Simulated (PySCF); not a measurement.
Isomers of C4H4N2O.

All values: PBE0/pcSseg-1 (PySCF) at GFN2-xTB geometries, gas phase, one conformer each.

**Question.** Rank by the lowest Hirshfeld charge on any atom, highest value first.
A. `[OH:1][c:2]1[cH:3][cH:4][n:5][n:6][cH:7]1` with H–O1–C2–C3 180°
B. `[H]/[N:1]=[CH:2]/[c:3]1[cH:4][o:5][cH:6][n:7]1` with N1–C2–C3–C4 0°
C. `[CH2:1]=[CH:2][c:3]1[n:4][n:5][cH:6][o:7]1` with C1–C2–C3–N4 180°
D. `[CH2:1]=[CH:2][c:3]1[n:4][cH:5][n:6][o:7]1` with C1–C2–C3–N4 0°

**Answer.** C (-0.149 e), A (-0.168 e), D (-0.196 e), B (-0.230 e).

**Question.** Rank by the highest Hirshfeld charge on any atom, lowest value first.
A. `[CH2:1]=[CH:2][c:3]1[n:4][cH:5][n:6][o:7]1` with C1–C2–C3–N4 0°
B. `[H]/[N:1]=[CH:2]/[c:3]1[cH:4][o:5][cH:6][n:7]1` with N1–C2–C3–C4 0°
C. `[OH:1][c:2]1[cH:3][cH:4][n:5][n:6][cH:7]1` with H–O1–C2–C3 180°
D. `[O:1]=[CH:2][c:3]1[cH:4][cH:5][nH:6][n:7]1` with O1–C2–C3–C4 0°

**Answer.** B (+0.115 e), A (+0.137 e), D (+0.168 e), C (+0.191 e).

**Question.** Rank by LUMO energy, lowest first.
A. `[H]/[N:1]=[CH:2]/[c:3]1[cH:4][o:5][cH:6][n:7]1` with N1–C2–C3–C4 0°
B. `[CH2:1]=[CH:2][c:3]1[n:4][n:5][cH:6][o:7]1` with C1–C2–C3–N4 180°
C. `[O:1]=[CH:2][c:3]1[cH:4][cH:5][nH:6][n:7]1` with O1–C2–C3–C4 0°
D. `[CH2:1]=[CH:2][c:3]1[n:4][cH:5][n:6][o:7]1` with C1–C2–C3–N4 0°

**Answer.** D (-1.87 eV), B (-1.67 eV), C (-1.39 eV), A (-1.25 eV).

All values together:

```csv
SMILES,μ (D),HOMO (eV),LUMO (eV),lowest IAO charge (e),highest IAO charge (e),lowest Hirshfeld charge (e),highest Hirshfeld charge (e)
Oc1ccnnc1,3.88,-6.69,-1.24,-0.454 (O),+0.372 (H),-0.168 (O),+0.191 (H)
C=Cc1nnco1,3.58,-7.52,-1.67,-0.284 (C),+0.274 (C),-0.149 (N),+0.121 (C)
C=Cc1ncno1,2.18,-7.73,-1.87,-0.350 (N),+0.310 (C),-0.196 (N),+0.137 (C)
O=Cc1cc[nH]n1,5.00,-7.46,-1.39,-0.400 (O),+0.308 (H),-0.234 (O),+0.168 (H)
[H]/N=C/c1cocn1,0.37,-7.23,-1.25,-0.444 (N),+0.256 (H),-0.230 (N),+0.115 (H)
```

Conformers: `[OH:1][c:2]1[cH:3][cH:4][n:5][n:6][cH:7]1` with H–O1–C2–C3 180°; `[CH2:1]=[CH:2][c:3]1[n:4][n:5][cH:6][o:7]1` with C1–C2–C3–N4 180°; `[CH2:1]=[CH:2][c:3]1[n:4][cH:5][n:6][o:7]1` with C1–C2–C3–N4 0°; `[O:1]=[CH:2][c:3]1[cH:4][cH:5][nH:6][n:7]1` with O1–C2–C3–C4 0°; `[H]/[N:1]=[CH:2]/[c:3]1[cH:4][o:5][cH:6][n:7]1` with N1–C2–C3–C4 0°.
